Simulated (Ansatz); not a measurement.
Harmonic frequencies (cm⁻¹) at PBE0-D4/def2-TZVP from Ansatz: 201, 263, 386, 453, 486, 529, 719, 846, 968, 1429, 2004, 3543.

Problem. Which molecule is it?
A. `N/C=C/C=O`
B. `[F][Ga]([SH])[SeH]`
C. `Cl[B]1[NH][GaH]1`
D. `CSP`

Solution. C.
